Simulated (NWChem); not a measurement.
System: CH$_{6}$SSi; SMILES S(C)[SiH3]

```xyz
9

Si     0.1535     1.3469     0.0002
S     -0.7195    -0.6072     0.0002
C      0.7891    -1.6297     0.0013
H     -0.9884     2.3054    -0.0010
H      1.0051     1.5672     1.2110
H      1.0071     1.5664    -1.2092
H      1.3956    -1.4546    -0.8989
H      0.4581    -2.6771     0.0029
H      1.3961    -1.4520     0.9007
```
Atoms are numbered in this order, from 1.

All runs: NWChem. Pople sets run with spherical d functions. The geometry was optimised at PBE0/def2-SVP. Core excitations by TDA in a window of 1s orbitals, non-relativistic and unshifted: absolute energies depend strongly on the exact-exchange share.

```tsv
level	first 1s excitation (eV)	dipole oscillator strength of the first	relative time
C K edge, PBE0/def2-TZVP	277.5	0.0232	8
C K edge, PBE/6-311G**	269.2	0.0001	1
S K edge, PBE/6-311G**	2394.8	0.0016	1
```

Times are rough ratios from one shared machine.
